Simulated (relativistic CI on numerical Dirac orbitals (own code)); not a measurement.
**Ligand-field terms of d6**

Computed with a parametric ligand-field model of a d^n configuration (Racah B and C, spin-orbit zeta, crystal field), exact diagonalisation.

Field parameters in Wybourne normalisation: Oh B⁴₀ = 21Dq, B⁴₄ = √(5/14) B⁴₀. The field is a parameter set, without covalency.

Task: Ground term and bands for B = 650, C = 2920, ζ = 0 cm⁻¹, Oh, 10Dq = 22750 cm⁻¹?

Result: Ground term 1A1 with 0.04 electrons in the two orbitals of the cubic e set. Spin-allowed: 1T1 20815 cm⁻¹ (480 nm), 1T2 29480 cm⁻¹ (339 nm), 1T2 42837 cm⁻¹ (233 nm), 1E 43225 cm⁻¹ (231 nm). Lowest spin-forbidden: 3T1 14582 cm⁻¹ (686 nm), 3T2 18858 cm⁻¹ (530 nm), 5T2 20390 cm⁻¹ (490 nm).

Task: Ground term and bands for B = 650, C = 2920, ζ = 0 cm⁻¹, Oh, 10Dq = 650 cm⁻¹?

Result: Ground term 5T2 with 2.00 electrons in the two orbitals of the cubic e set. Spin-allowed: 5E 650 cm⁻¹. Lowest spin-forbidden: 3T1 14125 cm⁻¹ (708 nm), 3T2 14320 cm⁻¹ (698 nm), 3T1 14740 cm⁻¹ (678 nm).

Task: Ground term and bands for B = 650, C = 2920, ζ = 0 cm⁻¹, Oh, 10Dq = 7150 cm⁻¹?

Result: Ground term 5T2 with 2.00 electrons in the two orbitals of the cubic e set. Spin-allowed: 5E 7150 cm⁻¹ (1399 nm). Lowest spin-forbidden: 3T1 9048 cm⁻¹ (1105 nm), 1A1 9713 cm⁻¹ (1030 nm), 3T2 11705 cm⁻¹ (854 nm).

Task: Ground term and bands for B = 650, C = 2920, ζ = 0 cm⁻¹, Oh, 10Dq = 4550 cm⁻¹?

Result: Ground term 5T2 with 2.00 electrons in the two orbitals of the cubic e set. Spin-allowed: 5E 4550 cm⁻¹ (2198 nm). Lowest spin-forbidden: 3T1 11359 cm⁻¹ (880 nm), 3T2 13242 cm⁻¹ (755 nm), 1A1 14500 cm⁻¹ (690 nm).

Task: Ground term and bands for B = 650, C = 2920, ζ = 0 cm⁻¹, Oh, 10Dq = 29250 cm⁻¹?

Result: Ground term 1A1 with 0.03 electrons in the two orbitals of the cubic e set. Spin-allowed: 1T1 27184 cm⁻¹ (368 nm), 1T2 36252 cm⁻¹ (276 nm), 1T2 55527 cm⁻¹ (180 nm), 1E 56018 cm⁻¹ (179 nm). Lowest spin-forbidden: 3T1 21007 cm⁻¹ (476 nm), 3T2 25499 cm⁻¹ (392 nm), 5T2 33172 cm⁻¹ (301 nm).
